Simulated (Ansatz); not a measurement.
Question: Name a neutral molecule of Al, F, O, Si and H with HOMO–LUMO gap (B3LYP/def2-TZVPP) between 4.80 and 5.10 eV and size of the dipole moment (ωB97M-V/def2-TZVPP) between 1.00 and 1.30 D (Ansatz, PBE0-D4/def2-TZVP geometry).

Answer: `O[SiH](F)[AlH2]` (5.00 eV, 1.30 D). Other molecules can fit too; these were computed, each in one conformer that needn't be the lowest.

B3LYP here is the variant with VWN-RPA as its local correlation; programs differ in this.
